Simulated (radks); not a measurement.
Values are calculated unless marked as measured or tabulated.
How relativity changes the ionisation of the thallium ion Tl+ ([Hg]) to Tl2+ ([Xe] 4f14 5d10 6s1). Spin-unpolarised spherical Kohn-Sham, PBE, point nucleus unless stated (finite: rms radius 5.4759 fm), a radial shooting solver on a logarithmic mesh with Libxc functionals. A level marked "c x" has the speed of light scaled by that factor.

| level | E(Tl+) (hartree) | E(Tl2+) (hartree) | IE (eV) | HOMO | <r> HOMO (bohr) |
|---|---|---|---|---|---|
| non-rel. | -18965.3590 | -18964.7034 | 17.839 | 6s | 2.690 |
| scalar-rel. | -20245.7559 | -20244.9923 | 20.780 | 6s | 2.388 |
| scalar-rel., finite nucleus | -20240.5032 | -20239.7400 | 20.769 | 6s | 2.389 |
| Dirac | -20288.6656 | -20287.9018 | 20.786 | 6s1/2 | 2.389 |
| Dirac, finite nucleus | -20283.3473 | -20282.5838 | 20.775 | 6s1/2 | 2.390 |
| Dirac, c x 0.85 | -20975.3819 | -20974.5520 | 22.584 | 6s1/2 | 2.251 |
| Dirac, c x 1.25 | -19751.0856 | -19750.3687 | 19.508 | 6s1/2 | 2.506 |
| Dirac, c x 1.5 | -19491.2017 | -19490.5060 | 18.930 | 6s1/2 | 2.565 |

NIST Atomic Spectra Database: 20.428 eV (measured). The relativistic part of the total energy of Tl+ is -1318 hartree (Dirac, finite nucleus), 6.9 % of the non-relativistic value. Spin polarisation and multiplet splitting of open shells are left out at every level.

Beside tabulated values, note that relativity, absent from the non-relativistic runs, is large for the heavy elements, and spin-unpolarised runs miss the spin-polarisation part of the exchange energy of open shells, and scalar-relativistic runs lack spin-orbit coupling.
